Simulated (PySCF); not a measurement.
## Fractional electron number in Tc (technetium, neutral)

The 5s beta orbital of [Kr] 4d5 5s2 is emptied in steps (occupation f), with all orbitals relaxed, ending at [Kr] 4d5 5s1. All numbers are calculated (PySCF 2.14, a scalar-relativistic core potential, in def2-TZVP with the def2 core potential (28 electrons)). The exact energy is a straight line in f; departures are measured from the line between the end points of the same method.

| f | BHandHLYP (eV) | CAM-B3LYP (eV) |
| --- | --- | --- |
| 1 | 0.000 | 0.000 |
| 0.8 | -0.241 | -0.193 |
| 0.6 | -0.368 | -0.295 |
| 0.4 | -0.374 | -0.303 |
| 0.2 | -0.254 | -0.209 |
| 0 | 0.000 | 0.000 |

```tsv
method	E(f=0) − E(f=1) (eV)	−ε at f=1 (eV)	−ε at f=0.4 (eV)
BHandHLYP	7.019	5.532	7.296
CAM-B3LYP	7.219	6.036	7.427
```

Orbital energy along the path (eV):

```
  f  BHandHLYP  CAM-B3LYP
  1     -5.532     -6.036
0.8     -6.096     -6.477
0.6     -6.682     -6.938
0.4     -7.296     -7.427
0.2     -7.951     -7.963
  0     -8.564     -8.560
```

Reference removal energy between the ground levels: 7.119 eV (measured; NIST Atomic Spectra Database, ionization energies).
